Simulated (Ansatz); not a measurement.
Compare A (`BNC(C)O`) with its isomer B (`CNB(C)O`).

Program: Ansatz. Geometries: PBE0-D4/def2-TZVP. ΔE: electronic, gas phase. CCSD(T)/CBS adds triple-zeta CCSD(T) − MP2 to the extrapolated MP2 energy (def2 sets, frozen cores). Functionals use def2-TZVPP. B3LYP here is the variant with VWN-RPA as its local correlation; programs differ in this. Each species was taken in one conformer, which may not be the lowest.

A:

Z-matrix (Å, degrees):
```
C
N 1 1.444
O 1 1.409 2 111.0
C 1 1.510 2 112.2 3 119.3
H 1 1.097 2 106.1 3 -120.3
B 2 1.386 1 126.6 3 115.1
H 2 1.011 1 112.9 3 -64.3
H 3 0.962 1 107.8 2 -56.9
H 4 1.090 1 110.1 2 -179.5
H 4 1.090 1 110.3 2 59.9
H 4 1.093 1 110.0 2 -60.4
H 6 1.196 2 119.2 1 -179.7
H 6 1.198 2 118.6 1 0.1
```

B:

```xyz
13

C    -0.968   -1.679   -0.259
N    -0.530   -0.322   -0.454
B     0.422    0.416    0.282
C     0.758    1.904   -0.108
O     1.097   -0.112    1.359
H    -0.755   -2.310   -1.129
H    -0.456   -2.132    0.593
H    -2.042   -1.739   -0.051
H    -0.974    0.144   -1.226
H     0.581    2.571    0.741
H     1.820    2.002   -0.356
H     0.180    2.278   -0.956
H     0.868   -1.020    1.564
```

(1) Which is lower in electronic energy at CCSD(T)/CBS, and by how much? (Best estimate.)

(2) Give E(B) − E(A) in kcal/mol with B3LYP, B3LYP-D4, CCSD(T)/def2-TZVPP, PBE-D4, HF/def2-TZVPP, PBE0-D4, CCSD/def2-TZVPP. (Best estimate.)

Largest T1 diagnostic: 0.012.

Answers

(1) Computed: B, by 45.2 kcal/mol.

(2) The calculation gave: B3LYP -45.7, B3LYP-D4 -45.5, CCSD(T)/def2-TZVPP -44.7, PBE-D4 -44.7, HF/def2-TZVPP -45.3, PBE0-D4 -45.5, CCSD/def2-TZVPP -45.1. None reverses the order clearly.

From PBE to PBE0 (25 % exact exchange), in def2-TZVPP and without D4, E(B) − E(A) moves by −0.7 kcal/mol.
